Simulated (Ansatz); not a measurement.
A structure relaxed at r2SCAN-D4/def2-SVP in Ansatz, charge 0, singlet:

Cartesian coordinates in Å:
```
W -0.5566 -0.5843 0.7419
W 0.5572 0.5843 -0.7426
F -1.6774 -1.6419 -0.3463
F 1.6772 1.6418 0.3467
F 0.7455 -0.8740 2.0760
F -0.7460 0.8741 -2.0756
```

(1) Give its formula and point group.

(2) Summarise the bond lengths by kind (pairs closer than 1.2 times the sum of covalent radii, bridged metal pairs left out).

Results:

(1) W₂F₄ (the lowest singlet isomer of a short search). Point group C2h (tolerance 0.1 Å).

(2) 4 × F–W 1.89 Å; 1 × W–W 2.19 Å.

In the def2 sets W takes a core potential; there is no spin–orbit coupling. The restricted singlet is unstable towards broken spin symmetry at other levels; at r2SCAN-D4/def2-SVP this wasn't settled. At r2SCAN-D4/def2-SVP a triplet of charge 0 lies 0.30 eV below the restricted singlet, each at its own geometry. The structure comes from a short search, and lower isomers may exist.
